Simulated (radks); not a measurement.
Neutral hafnium, 72 electrons, occupied as [Kr] 4d10 4f14 5s2 5p5 5d3 6s2 (not the ground configuration). Calculated with a radial shooting solver on a logarithmic mesh with Libxc functionals: non-relativistic Kohn-Sham, exchange-only PBE, spin-polarised, spherical densities, point nucleus; open shells are filled with parallel spins first (spin-orbit coupling, left out, can overturn this in heavy ions); relativity is left out, which matters for an element this heavy.

Normalised radial functions P(r) = r R(r), r in bohr:

```
   r/bohr * 4f up, o 6s down (the largest magnitude, 1.25, reaches the edge; | marks zero, & curves that meet)
 0.001521                             &
 0.001785                             &
 0.002078                             &
 0.002439                             &
 0.002862                             &
 0.003332                             *o
  0.00391                             *o
 0.004552                             *o
 0.005342                             *o
 0.006268                             *o
 0.007298                             *o
 0.008564                             *o
  0.01005                             *o
   0.0117                             *o
  0.01373                             *o
  0.01598                             *o
  0.01876                             *o
  0.02201                             &
  0.02562                             &
  0.03007                             &
  0.03501                            o*
  0.04108                            o*
  0.04821                            o*
  0.05612                           o |*
  0.06586                            o|*
  0.07729                            o| *
  0.08998                            o| *
   0.1056                             o   *
   0.1229                             |o   *
   0.1442                             | o     *
   0.1693                             | o       *
   0.1971                             | o           *
   0.2313                             |o               *
   0.2714                            o|                    *
   0.3159                           o |                       *
   0.3708                          o  |                         *
   0.4316                          o  |                          *
   0.5065                           o |                          *
   0.5944                             o                        *
    0.692                             | o                   *
    0.812                             |   o              *
   0.9453                             |    o         *
    1.109                             |    o      *
    1.302                             |  o     *
    1.516                             o     *
    1.779                         o   |   *
    2.087                      o      |  *
     2.43                   o         |*
    2.851                  o          |*
    3.319                 o           *
    3.895                  o          *
    4.571                   o         *
    5.322                     o       *
    6.245                       o     *
    7.329                         o   *
    8.532                           o *
    10.01                            o*
    11.66                            o*
    13.68                             &
```

4f up: eigenvalue -24.911 eV, 0 radial nodes, <r> = 0.653 bohr, 90 % of the charge inside 1.10 bohr. 6s down: eigenvalue -3.194 eV, 5 radial nodes at r = 0.0268, 0.101, 0.255, 0.587, 1.49 bohr, <r> = 4.07 bohr, 90 % of the charge inside 6.20 bohr.
